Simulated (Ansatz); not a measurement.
A nudged elastic band was laid between two geometries of BFGaH₃ (6 atoms, charge 0, multiplicity 1).

Level of theory: RKS PBE0-D4/def2-TZVP (Ansatz).

```yaml
movable_images: 5
climbing_image: yes
spring: 5.0 eV/Å²
optimiser: quadratic models (default)
start_path: through a guess of the saddle point
force_threshold: 0.05 eV/Å
iteration_limit: 60
end_points: relaxed
```

Image 0:

```xyz
6
Properties=species:S:1:pos:R:3
B -0.741 0.443 -0.733
Ga 0.623 -0.248 0.677
F 1.155 -1.909 0.371
H -1.919 0.312 -0.582
H -0.380 0.991 -1.733
H 1.304 0.348 1.954
```

Image 6:

```xyz
6
Properties=species:S:1:pos:R:3
B -0.741 0.443 -0.733
Ga 0.622 -0.248 0.677
F 1.174 -1.900 0.356
H -0.383 1.019 -1.717
H -1.918 0.282 -0.595
H 1.288 0.341 1.966
```

Q: What changes between the two ends?

A: No bond is made or broken. The dihedral H5–B1–Ga2–F3 goes from -89 to 90°. The two ends are copies of one structure, up to a mirror image or an exchange of like atoms.

Q: What energy profile does the band end with?

A: The run converged. The highest image is number 3 of 0 to 6, 3.2 kcal/mol above the ends, which have the same energy within 2 meV. A vibrational analysis at the climbing image gives one clearly imaginary mode, 197i cm⁻¹: a first-order saddle point.

```csv
image,path coordinate (Å),energy (kcal/mol),dihedral H5–B1–Ga2–F3 (°)
0,0.00,0.0,-89
1,0.60,0.8,-60
2,1.20,2.4,-30
3,1.80,3.2,0
4,2.41,2.4,30
5,3.01,0.8,60
6,3.61,0.0,90
```

Q: What is the geometry of the highest image?

A: 
```xyz
6
Properties=species:S:1:pos:R:3:forces:R:3
B -0.757 0.469 -0.738 0.00 -0.01 -0.01
Ga 0.571 -0.316 0.706 0.00 0.01 0.02
F 1.719 -1.502 0.068 0.01 -0.01 0.00
H -1.588 1.277 -0.450 -0.01 0.01 0.00
H -0.697 0.109 -1.875 0.00 0.00 0.00
H 0.793 -0.101 2.243 0.00 0.00 -0.02
```

Q: What are the harmonic wavenumbers there?

A: 197i, 153, 411, 520, 572, 652, 684, 853, 1156, 1976, 2595, 2690 cm⁻¹.

The run took 2.1 min on 2 threads of Arm Neoverse V1, on a shared host, peak memory 0.24 GiB.
